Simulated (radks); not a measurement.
Values are calculated unless marked as measured or tabulated.
Valence configurations of I I (all share [Kr]). Code: a radial shooting solver on a logarithmic mesh with Libxc functionals. Model: Dirac Kohn-Sham, PBE, spin-unpolarised, spherical densities, point nucleus; open shells are shared between the two j in proportion to 2j + 1. Energies are relative to 4d10 5s2 5p5; eigenvalues in eV.

| valence | E (eV) | e(4d3/2) | e(4d5/2) | e(5p1/2) | e(5p3/2) | e(5s1/2) |
|---|---|---|---|---|---|---|
| 4d10 5s2 5p5 | 0.000 | -51.242 | -49.529 | -7.776 | -6.777 | -17.386 |
| 4d9.5 5s2 5p5.5 | 22.221 | -54.475 | -52.726 | -8.361 | -7.286 | -18.304 |
| 4d9 5s2 5p6 | 45.782 | -57.706 | -55.922 | -8.941 | -7.790 | -19.207 |
| 4d10 5s1 5p6 | 10.369 | -52.546 | -50.828 | -8.335 | -7.296 | -18.102 |
| 4d9.5 5s1.5 5p6 | 27.574 | -55.114 | -53.363 | -8.636 | -7.541 | -18.655 |

NIST lists [Kr] 4d10 5s2 5p5 as the ground configuration; this level of theory agrees among the configurations tried. The energies are those of spherical spin-averaged densities, not of single terms.
